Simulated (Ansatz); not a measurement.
A CCSD(T) single point on `BC(O)OC`.

```yaml
crystal:
  periodic: [false, false, false]
  atoms:
    - {symbol: B, position_ang: [-1.466374, 0.749891, 0.899751]}
    - {symbol: C, position_ang: [-0.492828, 0.214916, -0.175938]}
    - {symbol: O, position_ang: [-0.559891, -0.604016, 1.172867]}
    - {symbol: O, position_ang: [0.732237, 0.721069, -0.355507]}
    - {symbol: C, position_ang: [1.684732, -0.177488, -0.894452]}
    - {symbol: H, position_ang: [-1.102282, 1.628633, 1.619817]}
    - {symbol: H, position_ang: [-2.628738, 0.474533, 0.799382]}
    - {symbol: H, position_ang: [-0.803445, -0.478992, -0.963138]}
    - {symbol: H, position_ang: [-1.103981, -1.387525, 1.037331]}
    - {symbol: H, position_ang: [2.576773, 0.402127, -1.125769]}
    - {symbol: H, position_ang: [1.935359, -0.956004, -0.168216]}
    - {symbol: H, position_ang: [1.305337, -0.642445, -1.811929]}
basis:
  gaussian: {orbitals: def2-SVP}
correlation: {method: ccsd_t}
```

```sh
$ ansatz run in.yaml --threads 4 --pin off --events-out ev --progress --plain
```

Output of Ansatz, abridged:

```
Functional definition: HF
1055 factors; integrals over basis functions are off by at most 1.3e-3 eV
mean field evaluation 1: about -6908.0474 eV, gradient 3.2e1 eV
mean field evaluation 2: about -6908.1924 eV, gradient 3.2e1 eV
mean field evaluation 4: about -6910.7758 eV, gradient 4.7e0 eV
mean field evaluation 8: about -6910.8306 eV, gradient 2.5e-1 eV
mean field -6910.83087198 eV, -253.9683502159 hartree, gradient 1.4e-6 eV, S^2 0.000000; 0 other end points of the search recorded, 0 dependent functions left out
5 core orbitals not correlated: weight in the atoms' cores, before any rotation towards them, 1.000 or more for the frozen orbitals, at most 0.000 for the correlated occupied ones
reference -6910.83087198 eV, -253.9683502159 hartree; 15, 15 occupied and 85, 85 virtual orbitals, 1055 factors
second order -20.34475891 eV of doubles, -0.00000000 eV of singles
cycle   1  -20.95593922 eV  change   -6.1e-1 eV  update   1.1e-1
cycle   2  -21.52286161 eV  change   -5.7e-1 eV  update   3.0e-2
cycle   3  -21.66390885 eV  change   -1.4e-1 eV  update   1.6e-2
cycle   4  -21.65697375 eV  change    6.9e-3 eV  update   3.9e-3
cycle   5  -21.65686201 eV  change    1.1e-4 eV  update   1.7e-3
cycle   6  -21.65736619 eV  change   -5.0e-4 eV  update   5.5e-4
cycle   7  -21.65698154 eV  change    3.8e-4 eV  update   2.2e-4
cycle   8  -21.65689671 eV  change    8.5e-5 eV  update   6.9e-5
cycle   9  -21.65692775 eV  change   -3.1e-5 eV  update   2.6e-5
perturbative correction -0.61134308 eV, -0.0224664437 hartree
Total energy: -6933.09914281 eV, -254.7866940747 hartree
```

It took 6.5 s on 4 threads of a server CPU on a shared host, with 0.53 GiB of host memory at the peak.

The correlation energy is -22.268 eV, 2.7 % of it from (T); the T1 diagnostic reads 0.0129.
